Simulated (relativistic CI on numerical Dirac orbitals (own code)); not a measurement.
## Electric-dipole lines of W LXXIV

Method of calculation: Dirac equation for one electron, model QED (radiative potential, 1s self-energy scaled to tabulated hydrogen-like ionisation energies) (own radial code, finite nucleus).

Configuration list: 1s, 2s, 2p, 3s, 3p, 3d, 4s, 4p, 4d, 4f, 5s, 5p, 5d, 5f, 5g, 6s, 6p, 6d. Levels of other configurations are missing.

| λ vac (nm) | Lower | Upper | A (s⁻¹) | E lower (eV) | E upper (eV) |
| --- | --- | --- | --- | --- | --- |
| 0.02007 | 1s ²S1/2 [1] | 2p ²P°3/2 [4] | 1.74e+16 | 0.0 | 61781.6 |
| 0.02062 | 1s ²S1/2 [1] | 2p ²P°1/2 [2] | 1.94e+16 | 0.0 | 60114.4 |
| 0.07810 | 2p ²P°1/2 [2] | 4d ²D3/2 [12] | 6.31e+14 | 60114.4 | 75989.2 |
| 0.08690 | 2p ²P°3/2 [4] | 4d ²D5/2 [15] | 6.18e+14 | 61781.6 | 76049.3 |
| 0.10201 | 2p ²P°1/2 [2] | 3d ²D3/2 [7] | 1.82e+15 | 60114.4 | 72268.4 |
| 0.10221 | 2s ²S1/2 [3] | 3p ²P°3/2 [8] | 5.92e+14 | 60138.6 | 72269.5 |
| 0.10657 | 2s ²S1/2 [3] | 3p ²P°1/2 [5] | 8.41e+14 | 60138.6 | 71773.0 |
| 0.11665 | 2p ²P°3/2 [4] | 3d ²D5/2 [9] | 1.91e+15 | 61781.6 | 72409.9 |
| 0.11823 | 2p ²P°3/2 [4] | 3d ²D3/2 [7] | 3.17e+14 | 61781.6 | 72268.4 |
| 0.20873 | 3p ²P°1/2 [5] | 5d ²D3/2 [19] | 8.99e+13 | 71773.0 | 77712.8 |
| 0.22645 | 3d ²D3/2 [7] | 5f ²F°5/2 [21] | 1.35e+14 | 72268.4 | 77743.5 |
| 0.22650 | 3p ²P°3/2 [8] | 5d ²D5/2 [22] | 1.03e+14 | 72269.5 | 77743.6 |
| 0.23181 | 3d ²D5/2 [9] | 5f ²F°7/2 [24] | 1.36e+14 | 72409.9 | 77758.4 |
| 0.29406 | 3p ²P°1/2 [5] | 4d ²D3/2 [12] | 1.69e+14 | 71773.0 | 75989.2 |
| 0.29453 | 3s ²S1/2 [6] | 4p ²P°3/2 [13] | 7.24e+13 | 71780.2 | 75989.7 |
| 0.30984 | 3s ²S1/2 [6] | 4p ²P°1/2 [10] | 1.12e+14 | 71780.2 | 75781.7 |
| 0.32793 | 3d ²D3/2 [7] | 4f ²F°5/2 [14] | 4.00e+14 | 72268.4 | 76049.2 |
| 0.32802 | 3p ²P°3/2 [8] | 4d ²D5/2 [15] | 2.09e+14 | 72269.5 | 76049.3 |
| 0.33332 | 3p ²P°3/2 [8] | 4d ²D3/2 [12] | 3.67e+13 | 72269.5 | 75989.2 |
| 0.33799 | 3d ²D5/2 [9] | 4f ²F°7/2 [16] | 4.12e+14 | 72409.9 | 76078.2 |
| 0.34069 | 3d ²D5/2 [9] | 4f ²F°5/2 [14] | 2.71e+13 | 72409.9 | 76049.2 |
| 0.35271 | 3p ²P°3/2 [8] | 4s ²S1/2 [11] | 6.91e+13 | 72269.5 | 75784.7 |
| 0.46340 | 4p ²P°3/2 [13] | 6d ²D5/2 [30] | 2.59e+13 | 75989.7 | 78665.3 |
| 0.64206 | 4p ²P°1/2 [10] | 5d ²D3/2 [19] | 3.19e+13 | 75781.7 | 77712.8 |
| 0.64298 | 4s ²S1/2 [11] | 5p ²P°3/2 [20] | 1.62e+13 | 75784.7 | 77713.0 |
| 0.68026 | 4s ²S1/2 [11] | 5p ²P°1/2 [17] | 2.61e+13 | 75784.7 | 77607.3 |
| 0.70677 | 4d ²D3/2 [12] | 5f ²F°5/2 [21] | 7.32e+13 | 75989.2 | 77743.5 |
| 0.70692 | 4p ²P°3/2 [13] | 5d ²D5/2 [22] | 4.34e+13 | 75989.7 | 77743.6 |
| 0.72539 | 4f ²F°5/2 [14] | 5g ²G7/2 [23] | 1.25e+14 | 76049.2 | 77758.4 |
| 0.72545 | 4d ²D5/2 [15] | 5f ²F°7/2 [24] | 7.75e+13 | 76049.3 | 77758.4 |
| 0.73407 | 4f ²F°7/2 [16] | 5g ²G9/2 [25] | 1.27e+14 | 76078.2 | 77767.2 |
| 0.75465 | 2s ²S1/2 [3] | 2p ²P°3/2 [4] | 6.89e+12 | 60138.6 | 61781.6 |
| 0.76574 | 4p ²P°3/2 [13] | 5s ²S1/2 [18] | 2.33e+13 | 75989.7 | 77608.9 |
| 1.1920 | 5p ²P°1/2 [17] | 6d ²D3/2 [28] | 8.93e+12 | 77607.3 | 78647.5 |
| 1.1936 | 5s ²S1/2 [18] | 6p ²P°3/2 [29] | 5.07e+12 | 77608.9 | 78647.6 |
| 1.3020 | 5p ²P°3/2 [20] | 6d ²D5/2 [30] | 1.29e+13 | 77713.0 | 78665.3 |
| 1.4175 | 5p ²P°3/2 [20] | 6s ²S1/2 [27] | 9.39e+12 | 77713.0 | 78587.7 |
| 2.5027 | 3p ²P°1/2 [5] | 3d ²D3/2 [7] | 7.55e+11 | 71773.0 | 72268.4 |
| 2.5335 | 3s ²S1/2 [6] | 3p ²P°3/2 [8] | 1.12e+12 | 71780.2 | 72269.5 |
| 5.9753 | 4p ²P°1/2 [10] | 4d ²D3/2 [12] | 2.38e+11 | 75781.7 | 75989.2 |
| 6.0488 | 4s ²S1/2 [11] | 4p ²P°3/2 [13] | 2.78e+11 | 75784.7 | 75989.7 |
| 11.758 | 5p ²P°1/2 [17] | 5d ²D3/2 [19] | 8.58e+10 | 77607.3 | 77712.8 |
| 11.902 | 5s ²S1/2 [18] | 5p ²P°3/2 [20] | 9.20e+10 | 77608.9 | 77713.0 |
| 20.445 | 6p ²P°1/2 [26] | 6d ²D3/2 [28] | 3.59e+10 | 78586.8 | 78647.5 |
| 20.696 | 6s ²S1/2 [27] | 6p ²P°3/2 [29] | 3.70e+10 | 78587.7 | 78647.6 |

Terms are leading LS components. Brackets give the number of a level in order of energy, since labels repeat. The list gives strong lines, with weight on those to low levels, without lines whose two gauges differ by over a factor of 2.5. Levels whose partners in the same complex of configurations lie outside the list can be far off, and so can their lines. Rates are taken at the computed energies, electric ones in the length gauge.
